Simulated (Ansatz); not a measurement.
A nudged elastic band was laid between two geometries of BFH7NSi2 (12 atoms, charge 0, multiplicity 1).

Method: RHF/cc-pVDZ (Ansatz 0.2.0).

```
movable images  : 7
climbing image  : yes
spring          : 5.0 eV/Å²
optimiser       : quadratic models (default)
start path      : through a guess of the saddle point
force threshold : 0.05 eV/Å
iteration limit : 60
end points      : relaxed
```

First end point:

```xyz
12
Properties=species:S:1:pos:R:3
B -1.027 1.353 1.527
Si -0.961 0.895 -0.462
Si 0.963 -0.432 -0.852
N 0.773 -2.006 -0.181
F 2.215 0.397 -0.162
H -1.337 0.514 2.328
H -0.729 2.438 1.940
H -2.159 0.106 -0.873
H -0.879 2.104 -1.331
H 1.350 -0.592 -2.272
H 1.459 -2.712 -0.375
H 0.409 -2.120 0.747
```

Last end point:

```xyz
12
Properties=species:S:1:pos:R:3
B -0.903 1.259 1.416
Si -0.826 1.066 -0.602
Si 1.465 0.248 -1.013
N 0.842 -1.727 -0.571
F 1.960 0.353 0.606
H -1.086 0.294 2.112
H -0.684 2.300 1.972
H -1.809 0.036 -1.091
H -1.120 2.327 -1.345
H 0.130 -2.076 -1.196
H 1.629 -2.355 -0.624
H 0.479 -1.781 0.371
```

Task: What changes between the two ends?

Result: Bonds broken: Si3–H10. Bonds formed: N4–H10.

Task: What energy profile does the band end with?

Result: It converged. The highest image is number 4 of 0 to 8, 376.2 kJ/mol above the first end and 234.3 kJ/mol above the last; the last end lies 141.9 kJ/mol above the first. Neighbouring images differ by up to 2.0 eV, so the band resolves the path poorly. A vibrational analysis at the climbing image gives one clearly imaginary mode, 2042i cm⁻¹: a first-order saddle point. The orbitals stay closed-shell, which can raise the energy where a bond breaks towards radicals; this wasn't checked here.

```json
{"image": "0", "path coordinate (Å)": "0.00", "energy (kJ/mol)": "0.0", "Si3–H10 (Å)": "1.48", "N4–H10 (Å)": "2.59"}
{"image": "1", "path coordinate (Å)": "0.52", "energy (kJ/mol)": "2.9", "Si3–H10 (Å)": "1.48", "N4–H10 (Å)": "2.58"}
{"image": "2", "path coordinate (Å)": "1.05", "energy (kJ/mol)": "34.2", "Si3–H10 (Å)": "1.47", "N4–H10 (Å)": "2.39"}
{"image": "3", "path coordinate (Å)": "1.57", "energy (kJ/mol)": "185.4", "Si3–H10 (Å)": "1.48", "N4–H10 (Å)": "1.90"}
{"image": "4", "path coordinate (Å)": "2.09", "energy (kJ/mol)": "376.2", "Si3–H10 (Å)": "1.62", "N4–H10 (Å)": "1.38"}
{"image": "5", "path coordinate (Å)": "2.68", "energy (kJ/mol)": "193.6", "Si3–H10 (Å)": "2.12", "N4–H10 (Å)": "1.02"}
{"image": "6", "path coordinate (Å)": "3.27", "energy (kJ/mol)": "145.3", "Si3–H10 (Å)": "2.61", "N4–H10 (Å)": "1.01"}
{"image": "7", "path coordinate (Å)": "3.87", "energy (kJ/mol)": "142.4", "Si3–H10 (Å)": "2.67", "N4–H10 (Å)": "1.01"}
{"image": "8", "path coordinate (Å)": "4.46", "energy (kJ/mol)": "141.9", "Si3–H10 (Å)": "2.69", "N4–H10 (Å)": "1.01"}
```

Task: What is the geometry of the highest image?

Result: 
```xyz
12
Properties=species:S:1:pos:R:3:forces:R:3
B -0.914 1.325 1.508 0.00 0.00 0.01
Si -0.949 0.994 -0.501 0.00 0.00 0.00
Si 1.128 -0.084 -0.973 0.00 0.00 0.00
N 0.800 -1.853 -0.398 0.00 -0.01 0.00
F 2.173 0.572 0.135 0.00 0.00 0.00
H -1.132 0.426 2.273 0.00 0.00 0.00
H -0.619 2.391 1.968 0.00 0.00 0.00
H -2.039 0.054 -0.905 0.00 0.00 0.00
H -1.085 2.238 -1.310 0.00 0.00 0.00
H 1.098 -1.527 -1.702 0.00 0.00 0.00
H 1.621 -2.387 -0.164 0.00 0.00 0.00
H -0.005 -2.206 0.103 0.00 0.00 0.00
```

The band took 35 iterations and of the order of 14 core-minutes.

The run took 7.6 min on 2 threads of Intel(R) Xeon(R) CPU @ 2.60GHz (Ice Lake), with other jobs on the host, peak memory 0.28 GiB.
